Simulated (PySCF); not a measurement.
Computed shifts of a molecule CH3ClF2OSi, PBE/pcSseg-1 (PySCF), GIAO, gas phase, atoms alike by connectivity averaged where their shifts nearly agree, in ppm (number of nuclei): ¹³C: 58.1 (1). ²⁹Si: -18.8 (1). ¹⁹F: -151.9 (1), -153.7 (1). ¹H: 4.11 (1), 3.93 (1), -0.04 (1). References: ¹⁷O against H2O (σ = 334.3 ppm); ¹³C against TMS (σ = 182.0 ppm); ²⁹Si against TMS (σ = 335.4 ppm); ¹⁹F against CFCl3 (σ = 133.6 ppm); ³⁵Cl against HCl (σ = 936.5 ppm); ¹H against TMS (σ = 31.49 ppm), references at their B3LYP-D3(BJ)/def2-TZVP geometries, non-relativistic (without spin–orbit terms, shifts of atoms bonded to Cl or Br come out too high). The structure is a stationary point at B3LYP-D3(BJ)/def2-SVP. Other conformers were not sampled.

**Question.** Which molecule gave these data?
(A) O[Si@](F)(Cl)CF
(B) CO[Si](F)(F)Cl
(C) OC[Si](F)(F)Cl
(D) O[Si@H](Cl)C(F)F

**Answer.** C, OC[Si](F)(F)Cl
